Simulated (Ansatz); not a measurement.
Mulliken charges of CH5AlO3 (`C[O][Al]([OH])[OH]`) from r2SCAN/def2-TZVPP in Ansatz (PBE0-D4/def2-TZVP geometry).

| atom | x (Å) | y (Å) | z (Å) | charge (e) |
| --- | --- | --- | --- | --- |
| C1 | -0.667 | 1.035 | 1.346 | 0.026 |
| O2 | -0.412 | -0.191 | 0.721 | -0.402 |
| Al3 | 0.353 | -0.644 | -0.702 | 0.728 |
| O4 | 0.467 | -2.273 | -1.133 | -0.441 |
| O5 | 1.010 | 0.545 | -1.705 | -0.441 |
| H6 | -0.278 | 1.886 | 0.776 | 0.055 |
| H7 | -0.207 | 1.052 | 2.340 | 0.047 |
| H8 | -1.746 | 1.173 | 1.473 | 0.047 |
| H9 | 0.107 | -2.972 | -0.589 | 0.192 |
| H10 | 1.455 | 0.337 | -2.525 | 0.190 |

Q: By hand: the dipole of these point charges (1 e Å = 4.8032 D).

A: Σ q r = (-0.056, 0.099, 0.115) e Å, of length 0.162 e Å = 0.78 D.

Q: How does the dipole of the full density compare? (Estimate.)

A: Ansatz gave: (-0.024, -0.053, 0.036) e Å, 0.33 D; the point charges give 2.36 times that, at 89° from its direction.

Point charges leave out the atoms' own dipoles, such as those of lone pairs, and Mulliken's split depends on the basis, so the two needn't agree.
